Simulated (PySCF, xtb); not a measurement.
C3H7BN2. Atoms are numbered in the order given.

```xyz
13

C      1.2817    -1.7194     0.0000
C      0.3248    -0.7784     0.0000
C     -1.2081    -0.9075     0.0000
N     -1.3301     0.5593     0.0000
B      0.0859     0.7925     0.0000
N      0.8792     1.9599     0.0000
H      2.3514    -1.4500     0.0000
H      1.0481    -2.7993     0.0000
H     -1.6281    -1.4106    -0.9040
H     -1.6281    -1.4106     0.9040
H     -2.2056     1.0793     0.0000
H      1.8958     1.9197     0.0000
H      0.5024     2.9060     0.0000
```
Charge 0, spin multiplicity 1.

Geometry optimised at PBE-D3(BJ)/def2-SVP. The structure was generated by enumeration, and PubChem lists no compound with its InChIKey, so it may never have been made. The values are those of a single conformer.

These are IEF-PCM-ωB97X/def2-SVP (PySCF) values and carry that method's errors.

The values are the electrostatic part of the solvation free energy, E(continuum) − E(gas) at the gas-phase geometry, in a cavity of scaled van der Waals radii (PySCF's table); cavitation and dispersion terms are not included. In vacuum the orbital gap is 11.18 eV. The dipole moment in vacuum is 1.52 D.

| solvent | ε | ΔG(elec) (kcal/mol) | dipole (D) | gap (eV) |
|---|---|---|---|---|
| water | 78.36 | ___ | ___ | ___ |
| 1-octanol | 9.86 | -4.3 | 1.79 | 11.02 |
| ethylethanoate | 5.99 | -3.8 | 1.76 | 11.03 |

Q: Some entries are withheld; supply them. (The exact figures need the calculation; the answer reports its results.)

A: 
- water, ΔG(elec) (kcal/mol): -5.0
- water, dipole (D): 1.83
- water, gap (eV): 10.99

For comparison, GFN2-xTB/ALPB(water) (xtb, at the GFN2-xTB geometry, all terms of that model) gives -4.0 kcal/mol.
